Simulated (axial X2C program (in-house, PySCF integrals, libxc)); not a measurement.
Outer orbitals of WBr at 2.413 Å, PBE0

Computed with an in-house relativistic program for diatomic molecules. Spin-free means the one-electron spin-free X2C Hamiltonian; two-component (2c) means X2C with spin–orbit coupling and atomic mean-field two-electron Coulomb and Gaunt terms, so the difference of the two also holds small scalar two-electron terms. Basis: W dyall-cv3z [13s14p9d7f4g], Br dyall-cv3z [8s9p6d4f1g] (cores contracted in-house); Gaussian nuclei, density fitting, unrestricted open shells. Masses: W 183.951 u, Br 78.918 u.

The distance is close to the 2c PBE0 minimum; the highest filled and lowest empty levels are listed.

Spin-free orbitals, state M_S = 5/2, Λ = 0 (beyond evenly filled blocks: σα, π+α, π-α, δ+α, δ-α) (Löwdin shares):

```
symmetry  occupied  ε (eV)            atomic character
      σα       yes  -21.50    74% Br s, 8% W d, 8% W p
      σβ       yes  -21.45    75% Br s, 8% W d, 8% W p
      σα       yes   -9.92  71% Br p, 12% W d, 12% W s
      σβ       yes   -9.60   78% Br p, 10% W d, 7% W s
     π+α       yes   -8.83   64% Br p, 28% W d, 3% W f
     π-α       yes   -8.83   64% Br p, 28% W d, 3% W f
     π-β       yes   -8.30   79% Br p, 10% W d, 5% W f
     π+β       yes   -8.30   79% Br p, 10% W d, 5% W f
      σα       yes   -6.80    60% W s, 33% W d, 4% W p
     δ+α       yes   -6.41                    100% W d
     δ-α       yes   -6.41                    100% W d
     π+α       yes   -5.96   70% W d, 19% Br p, 6% W p
     π-α       yes   -5.96   70% W d, 19% Br p, 6% W p
      σα        no   -2.69  41% W d, 35% W p, 11% Br p
      σβ        no   -2.29    78% W s, 12% W d, 7% W p
      σβ        no   -1.00   57% W d, 31% W p, 7% Br p
     π-α        no   -0.90    88% W p, 4% Br p, 3% W d
     π+α        no   -0.90    88% W p, 4% Br p, 3% W d
```

Spinors with spin–orbit coupling (state Ω = 5/2):

| ω | occupied | ε (eV) | atomic character | λ mixture |
| --- | --- | --- | --- | --- |
| -7/2 | yes | -35.32 | 100% W f | 100% φ |
| 1/2 | yes | -21.51 | 74% Br s, 8% W d, 8% W p | 100% σ |
| -1/2 | yes | -21.46 | 75% Br s, 8% W d, 8% W p | 100% σ |
| 1/2 | yes | -9.94 | 71% Br p, 12% W d, 11% W s | 99% σ, 1% π |
| -1/2 | yes | -9.64 | 78% Br p, 10% W d, 6% W s | 97% σ, 3% π |
| -1/2 | yes | -8.97 | 64% Br p, 28% W d, 3% W f | 98% π, 2% σ |
| 3/2 | yes | -8.68 | 63% Br p, 29% W d, 3% W f | 100% π |
| 1/2 | yes | -8.46 | 79% Br p, 10% W d, 5% W f | 99% π, 1% σ |
| -3/2 | yes | -8.16 | 79% Br p, 10% W d, 5% W f | 100% π |
| 1/2 | yes | -6.79 | 60% W s, 33% W d, 4% W p | 100% σ |
| -3/2 | yes | -6.68 | 99% W d | 99% δ, 1% π |
| -1/2 | yes | -6.13 | 70% W d, 19% Br p, 6% W p | 98% π, 2% σ |
| 5/2 | yes | -6.10 | 100% W d | 100% δ |
| 3/2 | yes | -5.81 | 70% W d, 20% Br p, 5% W p | 99% π, 1% δ |
| 1/2 | no | -2.71 | 41% W d, 35% W p, 11% Br p | 98% σ, 2% π |
| -1/2 | no | -2.33 | 77% W s, 11% W d, 8% W p | 99% σ, 1% π |
| -1/2 | no | -1.13 | 64% W p, 27% W d, 4% Br p | 62% π, 38% σ |
| -1/2 | no | -0.93 | 53% W p, 35% W d, 6% Br p | 62% σ, 38% π |

Problem. How does the gap between the highest filled and lowest empty level change from the spin-free to the 2c table?

Solution. From 3.27 to 3.10 eV at PBE0, a change of -0.17 eV.

Mulliken charges and populations of the two-component result (they depend on the basis, above all on diffuse functions):

W 0.23 e (s 10.88 p 24.22 d 24.62 f 14.05 g 0.01), Br -0.23 e (s 7.93 p 17.26 d 10.04). ⟨Lz⟩ = 0.03 ħ and ⟨Sz⟩ = 2.47 ħ (2.46 and 0.01 on the two atoms), which add up to Ω.

The state is a single determinant with fixed occupations, the lowest that a limited PBE0 search found. Density functionals use the spin component along the axis (collinear). With several unpaired electrons one determinant need not be a pure state. This is the top spin component of a Σ state; components of lower Ω are not single determinants and can lie lower.
